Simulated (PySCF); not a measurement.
**Nuclear quadrupole coupling in `C=C(CC)[Si@@H]([PH3+])SC`**

C5H14PSSi (charge +1).
Z-matrix (Å and degrees, GFN2-xTB geometry), rows numbered from 1:
```
C 
C   1  1.3320
C   2  1.5048  1  122.28
C   3  1.5262  2  111.39  1   116.19
Si  2  1.8913  1  120.82  3   179.04
P   5  2.3628  2  105.17  1  -100.24
S   5  2.1279  2  117.65  1     5.66
C   7  1.8207  5  102.43  2    71.93
H   1  1.0783  2  121.48  3     0.90
H   1  1.0784  2  122.77  3  -179.13
H   3  1.0901  2  109.34  1    -4.73
H   3  1.0919  2  109.62  1  -122.84
H   4  1.0862  3  110.05  2  -177.99
H   4  1.0937  3  111.11  2    62.49
H   4  1.0884  3  110.48  2   -58.60
H   5  1.4654  2  115.97  1   149.99
H   6  1.3743  5  117.37  2    14.34
H   6  1.3777  5  116.18  2   132.27
H   6  1.3763  5  120.06  2  -107.39
H   8  1.0844  7  109.51  5    70.10
H   8  1.0854  7  106.16  5  -171.41
H   8  1.0840  7  110.16  5   -52.31
```

Field gradients from the PBE0/pcSseg-1 density (PySCF, non-relativistic), principal values in atomic units, ordered |Vxx| ≤ |Vyy| ≤ |Vzz|:

```tsv
atom	Vxx	Vyy	Vzz
S7	0.3198	1.9894	-2.3092
```

**Question.** Find the asymmetry η = (Vxx − Vyy)/Vzz and the couplings χ = eQV/h (234.96 MHz × Q in barn × V in au), with Q(33S) = −0.0678 b.

**Answer.** 
```
atom                environment  nucleus     η  χzz (MHz)  χxx (MHz)  χyy (MHz)
  S7  sulfur bonded to C and Si      33S  0.72      36.79      -5.09     -31.69
```

The tensor is traceless: Vxx + Vyy + Vzz = 0.

**Question.** What is Vzz at S7 in SI units (1 au = 9.71736 × 10²¹ V/m²)?

**Answer.** -2.3092 au = -22.440 × 10²¹ V/m².

**Question.** And the gradient at the other heavy atoms, for which no coupling is worked out here?

**Answer.** 
```tsv
atom	environment	Vzz (au)	η
C1	terminal =CH2 carbon	0.443	0.15
C2	fully substituted alkene carbon	0.264	0.91
C3	allylic carbon	-0.106	0.96
C4	methyl carbon	-0.085	0.82
Si5	SiH silicon	1.052	0.51
P6	phosphorus bonded to Si and 3 H	-0.440	0.06
C8	S-methyl carbon	0.401	0.03
```

Were the hydrogens deuterons (Q(2H) = 0.00286 b), χzz would run from 104 kHz (H16) to 219 kHz (H9 and H10).

Geometry: GFN2-xTB, one conformer, isolated ion. GFN2-xTB bond lengths can be off by several hundredths of an ångström, more for odd bonds, and the gradients follow them. The small basis limits the accuracy of the gradients.
